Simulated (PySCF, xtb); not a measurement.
Cl4Se, SMILES Cl[Se+](Cl)(Cl)Cl, charge +1, multiplicity 2.

Harmonic wavenumbers (cm⁻¹) from GFN2-xTB in xtb at its own minimum, in rising order: 81, 84, 133, 160, 161, 180, 265, 354, 373.

Task: What does B3LYP-D3(BJ)/def2-SVP in PySCF give at its own minimum? (Estimate from the structure and the level; the computed values follow.)

Result: 50, 79, 112, 117, 150, 226, 286, 396, 400. Paired by order, the mean absolute difference is 28 cm⁻¹ and the zero-point energies are 2.6 and 2.6 kcal/mol.
